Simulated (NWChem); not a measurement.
System: SiH3SeF; SMILES [Se]([SiH3])F

The following NWChem deck was run.

```
start job
memory heap 200 mb stack 900 mb global 1100 mb
geometry units angstroms noautoz
  Se    -0.431416     0.592552     0.000000
  F      1.255222     1.216763     0.000000
  Si     0.193430    -1.628706     0.000000
  H      0.984034    -1.957243     1.211506
  H      0.984034    -1.957243    -1.211506
  H     -1.100658    -2.362821     0.000000
end
basis spherical
  * library def2-svpd
end
dft
  xc b3lyp
  iterations 150
end
tddft
  nroots 8
  notriplet
end
task tddft energy
```

Geometry: optimised at B3LYP/6-31G* (spherical d).

Vertical excitations in the gas phase.

Question: What results follow from this input? (B3LYP/def2-SVPD, full TDDFT.) Quantities: lowest excitation, singlet (eV); oscillator strength of that lowest state; orbital gap (eV).

Answer: 
```
Item                                      Result
----------------------------------------  ------
lowest excitation, singlet (eV)             2.89
oscillator strength of that lowest state   0.000
orbital gap (eV)                            4.19
```
